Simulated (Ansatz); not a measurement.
Reaction (formal exchange of groups at a B–N bond): `[SiH3]NBS` + `N=C(N)F` → `N=C(F)BS` + `NN[SiH3]`

Program: Ansatz. Geometries: PBE0-D4/def2-TZVP. ΔE: electronic, gas phase. CCSD(T)/CBS is the MP2 limit (def2-TZVPP, def2-QZVPP) plus CCSD(T) − MP2 in def2-TZVPP, frozen cores. Functionals use def2-TZVPP. Each species was taken in one conformer, which may not be the lowest.

`[SiH3]NBS`:

Cartesian coordinates in Å:
```
Si 0.605 1.264 -0.978
N -0.402 0.395 0.146
B -0.224 -0.937 0.554
S -1.373 -1.688 1.737
H 1.185 2.472 -0.333
H 1.682 0.346 -1.412
H -0.189 1.716 -2.152
H -1.186 0.901 0.536
H 0.686 -1.579 0.123
H -0.784 -2.891 1.779
```

`N=C(N)F`:

Z-matrix (Å, degrees):
```
C
N 1 1.356
F 1 1.350 2 109.8
N 1 1.252 2 126.2 3 178.1
H 2 1.004 1 117.5 3 23.3
H 2 1.005 1 115.5 3 168.2
H 4 1.013 1 111.7 2 -175.8
```

`N=C(F)BS`:

```xyz
8

N    -1.387    0.187   -0.237
C    -0.450   -0.519    0.201
F    -0.688   -1.731    0.757
B     1.075   -0.110    0.166
S     1.542    1.435   -0.524
H    -2.298   -0.255   -0.121
H     1.918   -0.828    0.598
H     0.287    1.820   -0.840
```

`NN[SiH3]`:

Z-matrix (Å, degrees):
```
Si
N 1 1.714
H 1 1.494 2 112.3
H 1 1.491 2 110.9 3 -118.9
H 1 1.486 2 107.1 3 120.7
N 2 1.407 1 123.5 3 57.5
H 2 1.005 1 123.5 3 -110.3
H 6 1.013 2 110.1 1 66.7
H 6 1.014 2 110.8 1 -53.4
```

CCSD(T)/CBS gives +275.5 kJ/mol.

(1) Another level gave +274.2 kJ/mol. Which?
A. RPA@PBE/def2-TZVPP
B. CAM-B3LYP-D4/def2-TZVPP
C. ωB97X-V/def2-TZVPP
D. r2SCAN-D4/def2-TZVPP

Largest T1 diagnostic among the species: 0.016.

## Answers

(1) C. ωB97X-V 274.2, r2SCAN-D4 284.8, RPA@PBE/def2-TZVPP 263.5, CAM-B3LYP-D4 279.3 kJ/mol.

From r2SCAN to r2SCAN0 (25 % exact exchange), in def2-TZVPP and without D4, ΔE moves by +6.1 kJ/mol. Leaving LDA and LC-ωPBE aside and taking each functional with its dispersion term where it has one, the values, not all of them listed here, spread over 27.3 kJ/mol, from revPBE-D4 to r2SCAN0-D4. LDA lies +11.1 kJ/mol from PBE without D4. In def2-TZVPP, CCSD(T) changes the Hartree–Fock value by −20.8 kJ/mol (the triples alone add −3.1 kJ/mol) and MP2 by −8.0 kJ/mol.
